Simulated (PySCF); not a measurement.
Isomers of C9H9FO2, mass 168.059 u with the commonest isotopes. Computed with PBE0/pcSseg-1 in PySCF (dipole) on a GFN2-xTB geometry, gas phase. One conformer each, none proved a minimum here; rigid rotors.

Task: Order these by radius of gyration √(Σ m r²/M), largest first.
A. `[CH3:1][O:2][C@:3]1([F:4])[CH2:5][O:6][c:7]2[cH:8][cH:9][cH:10][cH:11][c:12]21` with C1–O2–C3–F4 -65°
B. `[F:1][CH2:2][c:3]1[cH:4][cH:5][c:6]2[c:7]([cH:8]1)[O:9][CH2:10][CH2:11][O:12]2` with F1–C2–C3–C4 -2°, C6–C7–O9–C10 -15°, C7–O9–C10–C11 45°, O9–C10–C11–O12 -63°, C10–C11–O12–C6 45°
C. `[CH3:1][CH2:2][O:3][C:4](=[O:5])[c:6]1[cH:7][cH:8][cH:9][cH:10][c:11]1[F:12]` with C1–C2–O3–C4 81°, C2–O3–C4–O5 0°, O3–C4–C6–C7 172°

Result: B (2.584 Å), C (2.514 Å), A (2.242 Å).

Task: Order these by rotational constant A, largest first.
A. `[CH3:1][CH2:2][O:3][C:4](=[O:5])[c:6]1[cH:7][cH:8][cH:9][cH:10][c:11]1[F:12]` with C1–C2–O3–C4 81°, C2–O3–C4–O5 0°, O3–C4–C6–C7 172°
B. `[F:1][CH2:2][c:3]1[cH:4][cH:5][c:6]2[c:7]([cH:8]1)[O:9][CH2:10][CH2:11][O:12]2` with F1–C2–C3–C4 -2°, C6–C7–O9–C10 -15°, C7–O9–C10–C11 45°, O9–C10–C11–O12 -63°, C10–C11–O12–C6 45°
C. `[CH3:1][O:2][C@:3]1([F:4])[CH2:5][O:6][c:7]2[cH:8][cH:9][cH:10][cH:11][c:12]21` with C1–O2–C3–F4 -65°

Result: B (2636 MHz), A (2013 MHz), C (1584 MHz).

Task: Order these by rotational constant C, largest first.
A. `[F:1][CH2:2][c:3]1[cH:4][cH:5][c:6]2[c:7]([cH:8]1)[O:9][CH2:10][CH2:11][O:12]2` with F1–C2–C3–C4 -2°, C6–C7–O9–C10 -15°, C7–O9–C10–C11 45°, O9–C10–C11–O12 -63°, C10–C11–O12–C6 45°
B. `[CH3:1][O:2][C@:3]1([F:4])[CH2:5][O:6][c:7]2[cH:8][cH:9][cH:10][cH:11][c:12]21` with C1–O2–C3–F4 -65°
C. `[CH3:1][CH2:2][O:3][C:4](=[O:5])[c:6]1[cH:7][cH:8][cH:9][cH:10][c:11]1[F:12]` with C1–C2–O3–C4 81°, C2–O3–C4–O5 0°, O3–C4–C6–C7 172°

Result: B (651.5 MHz), C (487.9 MHz), A (454.1 MHz).

| SMILES | point group | Ia (u·Å²) | Ib (u·Å²) | Ic (u·Å²) | κ | μa (D) | μb (D) | μc (D) |
| --- | --- | --- | --- | --- | --- | --- | --- | --- |
| CO[C@]1(F)COc2ccccc21 | C1 | 319.04 | 595.25 | 775.75 | -0.58 | 0.35 | 1.49 | 0.70 |
| CCOC(=O)c1ccccc1F | C1 | 251.09 | 837.04 | 1035.86 | -0.85 | 1.00 | 0.68 | 0.56 |
| FCc1ccc2c(c1)OCCO2 | C1 | 191.72 | 939.56 | 1113.04 | -0.92 | 2.78 | 1.34 | 0.05 |
